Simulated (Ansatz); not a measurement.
Program: Ansatz. Geometries: PBE0-D4/def2-TZVP. ΔE: electronic, gas phase. CCSD(T)/CBS adds triple-zeta CCSD(T) − MP2 to the extrapolated MP2 energy (def2 sets, frozen cores). DFT in def2-TZVPP. B3LYP here is the variant with VWN-RPA as its local correlation; programs differ in this. For Br outer-core shells are correlated without core-valence functions, which leaves a few kJ/mol of doubt a bond. Scalar relativity is left out up to krypton. One conformer a species, not always the lowest.

Consider the cleavage of the Al–Si bond: `C=C(C)[SiH2][AlH2]` + `O[SiH](O)Br` → `O[SiH](Br)[O][AlH2]` + `C=C(C)[SiH3]`.

(1) Is it downhill or uphill in electronic energy at CCSD(T)/CBS, and by how much? (An estimate is asked.)

(2) What do these levels give: PBE-D4, ωB97M-V, B2PLYP, PBE, r2SCAN, PBE0, B3LYP, MP2/def2-TZVPP, SCS-MP2/def2-TZVPP, HF/def2-QZVPP, MP2/def2-QZVPP, MP2/CBS(def2)? (Estimate.)

Largest T1 diagnostic among the species: 0.012.

Answers

(1) The calculation gave: Downhill: ΔE = -167.2 kJ/mol.

(2) The calculation gave: PBE-D4 -140.1, ωB97M-V -170.7, B2PLYP -174.1, PBE -140.6, r2SCAN -161.8, PBE0 -148.1, B3LYP -169.7, MP2/def2-TZVPP -176.1, SCS-MP2/def2-TZVPP -179.6, HF/def2-QZVPP -193.0, MP2/def2-QZVPP -177.0, MP2/CBS(def2) -176.0 kJ/mol.

In def2-TZVPP, CCSD(T) changes the Hartree–Fock value by +22.9 kJ/mol (the triples alone add +3.4 kJ/mol) and MP2 by +14.2 kJ/mol. From PBE to PBE0 (25 % exact exchange), in def2-TZVPP and without D4, ΔE moves by −7.4 kJ/mol.
